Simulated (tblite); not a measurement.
Compound: C7H16N2.
Bonds: C1–C2 (double), C2–C3, C3–N4, N4–C5, C5–C6, C6–C7, N4–N8, N8–C9. Hydrogens: H10, H11 on C1; H12 on C2; H13, H14 on C3; H15, H16 on C5; H17, H18 on C6; H19, H20, H21 on C7; H22 on N8; H23, H24, H25 on C9.

Computed geometry: GFN2-xTB, gas phase.

(1) List the bond lengths, angles and torsions at this level.

## Answers

(1) 
```csv
bond,length (Å)
C1=C2,1.321
C2–C3,1.496
C3–N4,1.460
N4–C5,1.457
C5–C6,1.525
C6–C7,1.523
N4–N8,1.415
N8–C9,1.446
C1–H10,1.079
C1–H11,1.077
C2–H12,1.081
C3–H13,1.095
C3–H14,1.107
C5–H15,1.104
C5–H16,1.093
"C6–H17, C6–H18",1.090
"C7–H19, C7–H20, C7–H21",1.088
N8–H22,1.023
"C9–H23, C9–H24, C9–H25",1.092
```

Bonds in one row agree within 0.01 Å and their mean is given. A selection of angles:
```csv
angle,degrees
C2–C1–H10,121.8
C2–C1–H11,122.1
H10–C1–H11,116.1
C1–C2–C3,124.2
C1–C2–H12,121.1
C3–C2–H12,114.7
C2–C3–N4,112.1
C2–C3–H13,108.3
C2–C3–H14,109.9
N4–C3–H13,107.1
N4–C3–H14,111.3
H13–C3–H14,108.0
C3–N4–C5,111.8
C3–N4–N8,113.4
C5–N4–N8,108.9
N4–C5–C6,110.6
N4–C5–H15,111.3
N4–C5–H16,107.7
C6–C5–H15,109.5
H15–C5–H16,108.2
C5–C6–C7,111.5
C5–C6–H17,108.6
C7–C6–H17,110.1
H17–C6–H18,108.0
C6–C7–H19,110.7
H19–C7–H20,108.3
N4–N8–C9,113.3
N4–N8–H22,111.4
C9–N8–H22,110.8
N8–C9–H23,114.3
N8–C9–H24,107.8
H23–C9–H24,108.8
```

Torsions: C1–C2–C3–N4 -127° (anticlinal); C2–C3–N4–C5 -169° (antiperiplanar); C3–N4–C5–C6 173° (antiperiplanar); N4–C5–C6–C7 180° (antiperiplanar); C3–N4–N8–C9 -93° (anticlinal). The mirror-image conformer, all signs reversed, is as good.

Of the pairs four or more bonds apart, C2···H23 is among the closest relative to their van der Waals radii: 2.57 Å, 89 % of the sum of Bondi's values. N4 (hydrazine nitrogen) is pyramidal (angles 113.4°, 111.8° and 108.9°, sum 334.1°, 0.43 Å off the plane of its three neighbours). N8 (hydrazine nitrogen) is pyramidal (angles 113.3°, 111.4° and 110.8°, sum 335.5°, 0.37 Å off the plane of its three neighbours). The 4 C–C bonds span 1.321 Å (C1=C2, drawn double) to 1.525 Å (C5–C6, drawn single), a spread of 0.204 Å.

Point group: C1 (no symmetry element, even within 0.4 Å). Its GFN2-xTB frequencies are all real (lowest 43 cm⁻¹). The numbers are those of one conformer. 3 starts were optimised and ended at 0.00, 0.97 and 1.58 kcal/mol (GFN2-xTB); the lowest of these is shown.
